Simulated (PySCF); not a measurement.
Yb2S3: from a saddle point downhill

PySCF 2.14.0, RKS B3LYP, Yb lcecp-1-SVP with ECP59, S def2-SVP; non-relativistic Hamiltonian with scalar-relativistic core potentials where named; density fitting; no spin-orbit coupling. Relaxed within the symmetry of its start, the geometry (D∞h) is

```xyz
5

Yb    0.0000    0.0000    2.5925
Yb    0.0000    0.0000   -2.5925
S     0.0000    0.0000    0.0000
S     0.0000    0.0000    4.9256
S     0.0000    0.0000   -4.9256
```

and its lowest harmonic modes are -79, -79, -64, -64, -9, -9 cm⁻¹ (negative: unstable). It was moved along the lowest mode and relaxed again, within the group C2v that the move left.

Question: Where does it end, and how much lower?

Answer: In C2v, 0.650 eV lower, after 33 steps:
```xyz
5

Yb    0.5359   -0.2682    2.3011
Yb    0.5359   -0.2682   -2.3011
S     1.4919   -0.7467    0.0000
S    -1.5002    0.7508    2.6580
S    -1.5002    0.7508   -2.6580
```

Question: How do the contacts change?

Answer: 
```tsv
contact	saddle (Å)	end (Å)
Yb1–S3 (S)	2.592	2.537
Yb1–S4 (S)	2.333	2.305
Yb2–S5 (S)	2.333	2.305
```


No frequency check is given for the end, and other unstable modes may remain.

An lcecp potential fixes the number of 4f electrons, so in runs with it no electron can move into or out of that shell.

State: singlet in the valence, with the 4f electrons in the core potential.
